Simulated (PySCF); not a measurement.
CCl$_{4}$ (SMILES ClC(Cl)(Cl)Cl), singlet, geometry from GFN2-xTB. Base run: SVWN5/STO-3G (PySCF).

PySCF was given this input:
```python
from pyscf import gto, scf, dft

mol = gto.Mole()
mol.atom = '''
    C     0.000000   -0.000000    0.000000
    Cl    1.000888    1.009715    1.052642
    Cl   -1.039192   -1.034554    0.989512
    Cl   -1.003111    1.032796   -1.027840
    Cl    1.041415   -1.007957   -1.014314
'''
mol.basis = 'sto-3g'
mol.charge = 0
mol.spin = 0
mol.verbose = 4
mol.build()

mf = dft.RKS(mol)
mf.xc = 'lda,vwn'
mf.kernel()
```

The base run was repeated with changes; each row names its change, and settings that it needs were set with it.

```
change                                           ΔE vs base (mEh)  fitting functions
-----------------------------------------------  ----------------  -----------------
base                                                        0.000                  -
auxbasis = cc-pvtz-jkfit                                   -0.632                563
auxbasis = even-tempered beta=3.0                               …                  …
auxbasis = autoaux                                              …                  …
auxbasis = default (with mf = mf.density_fit())            -3.605                587
auxbasis = def2-svp-ri                                    -3309.9                296
auxbasis = def2-universal-jfit                                  …                  …
auxbasis = cc-pvqz-jkfit                                   -0.525                698
auxbasis = even-tempered beta=2.0                          -1.770                378
auxbasis = def2-universal-jkfit                            -3.605                587
```

Q: Fill in the missing entries.

A: 
- auxbasis = even-tempered beta=3.0, ΔE vs base (mEh): -54.512
- auxbasis = even-tempered beta=3.0, fitting functions: 237
- auxbasis = autoaux, ΔE vs base (mEh): -1.137
- auxbasis = autoaux, fitting functions: 494
- auxbasis = def2-universal-jfit, ΔE vs base (mEh): -6.775
- auxbasis = def2-universal-jfit, fitting functions: 253

A fitting set is made for a task (jfit for Coulomb, jkfit for Coulomb and exchange, ri for correlation) and for a family of orbital bases.
